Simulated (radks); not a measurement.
Excited configurations of Ti+: one electron is placed in a higher orbital outside [Ar] 3d2. The ground configuration is [Ar] 3d2 4s1. Calculated with a radial shooting solver on a logarithmic mesh with Libxc functionals: non-relativistic Kohn-Sham, PBE, spin-polarised, spherical densities, point nucleus; open shells are filled with parallel spins first. Excitation = E - E(ground); binding = E(ion) - E, where the ion is the core of charge +2; n* = 2/sqrt(2 binding) in atomic units, and the quantum defect is n - n*.

outer orbital  excitation (eV)  binding (eV)     n*  eigenvalue (eV)
4p                       3.829        10.133  2.317           -7.606
5s                       7.633         6.329  2.932           -5.069
5d                      10.488         3.475  3.957           -2.686
6p                      10.835         3.127  4.172           -2.528
7d                      12.308         1.655  5.735           -1.351

The Delta-SCF ionisation energy is 13.963 eV (NIST Atomic Spectra Database: 13.576 eV, measured). Self-interaction in the functional shifts the binding energies and quantum defects, so they are the method's values and not measured ones. Open shells are spherical and high-spin; term and fine-structure splittings are not resolved.
